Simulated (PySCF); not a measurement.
**How the method changes the constants of LaCl**

State: singlet, about 0.1 electrons in the 4f shell (Mulliken). Set-up: PySCF, spin-free X2C with a Gaussian nucleus, basis sets La x2c-SVPall, Cl x2c-SVPall. De refers to La (5d1 6s2) + Cl in their high-spin ground configurations, without counterpoise correction. A positive dipole means La(−)Cl(+). Levels whose curve was spin-contaminated or gave no clean fit are not listed.

```csv
Level,Re (Å),ωe (cm⁻¹),De (eV),μ (D)
RHF,2.573,341,n/a,-3.50
RHF-MP2,2.498,371,n/a,n/a
RHF-SCS-MP2,2.511,365,n/a,n/a
RHF-CCSD,2.521,360,4.90,n/a
RHF-CCSD(T),2.519,360,5.00,n/a
ωB97X,2.514,348,5.24,-3.30
```

Q: What does second-order correlation do here, going from RHF to RHF-MP2?

A: RHF-MP2 less RHF: -7.5 pm in Re, +8.8 % in ωe. Correlation nearly always deepens the well. The bond shortens, as in weak, metallic or heavy-atom bonds, where dispersion and the correlation of outer-core electrons pull the atoms together.

Q: What does the triples do here, going from RHF-CCSD to RHF-CCSD(T)?

A: RHF-CCSD(T) less RHF-CCSD: -0.2 pm in Re, +0.0 % in ωe, +0.10 eV in De. Correlation nearly always deepens the well. The bond shortens, as in weak, metallic or heavy-atom bonds, where dispersion and the correlation of outer-core electrons pull the atoms together.

Q: What does all correlation do here, going from RHF to RHF-CCSD(T)?

A: RHF-CCSD(T) less RHF: -5.4 pm in Re, +5.6 % in ωe. Correlation nearly always deepens the well. The bond shortens, as in weak, metallic or heavy-atom bonds, where dispersion and the correlation of outer-core electrons pull the atoms together.

Correlated steps freeze 23 core orbitals. Correlated levels converge slowly with the basis: in double zeta they bind strong bonds too weakly, by up to about 1 eV, and carry superposition errors of some tenths. Spin–orbit coupling is left out, which matters for elements this heavy, above all for dissociation energies. Where the molecule has an RHF reference, its open-shell atoms are computed with UHF.

The whole job (state search and all levels along the bond) took about 4.8 min on 2 threads of Arm Neoverse V2 (shared host), peak memory 1.9 GiB.
